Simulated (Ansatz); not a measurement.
`COC#CO[SiH3]` and `COC#C[SiH3]` differ in one atom or group.

Ansatz, PBE0-D4/def2-TZVP geometries, multiplicity 1. 

```tsv
property	`COC#CO[SiH3]`
HOMO–LUMO gap (ωB97M-V/def2-TZVPP) / eV	10.08
LUMO energy (PBE0/def2-TZVPP) / eV	-0.14
size of the dipole moment (PBE/def2-TZVPP) / D	0.49
HOMO–LUMO gap (B3LYP/def2-TZVPP) / eV	5.69
HOMO energy (B3LYP/def2-TZVPP) / eV	-6.06
size of the dipole moment (B3LYP/def2-TZVPP) / D	0.49
```

Problem. What does the change do to each property? (Best estimate.)

Solution. The calculation gave: 
| property | `COC#C[SiH3]` | shift |
| --- | --- | --- |
| HOMO–LUMO gap (ωB97M-V/def2-TZVPP) / eV | 11.56 | 1.48 |
| LUMO energy (PBE0/def2-TZVPP) / eV | 0.35 | 0.49 |
| size of the dipole moment (PBE/def2-TZVPP) / D | 2.80 | 2.31 |
| HOMO–LUMO gap (B3LYP/def2-TZVPP) / eV | 7.02 | 1.33 |
| HOMO energy (B3LYP/def2-TZVPP) / eV | -6.88 | -0.82 |
| size of the dipole moment (B3LYP/def2-TZVPP) / D | 2.76 | 2.27 |

With PBE0 the HOMO falls by 0.83 eV and the LUMO rises by 0.49 eV, so the gap widens by about 1.32 eV. PBE moves the HOMO by -0.89 eV and ωB97M-V by -0.79 eV. Dipoles are sizes alone; their direction can turn.

B3LYP here is the variant with VWN-RPA as its local correlation; programs differ in this.
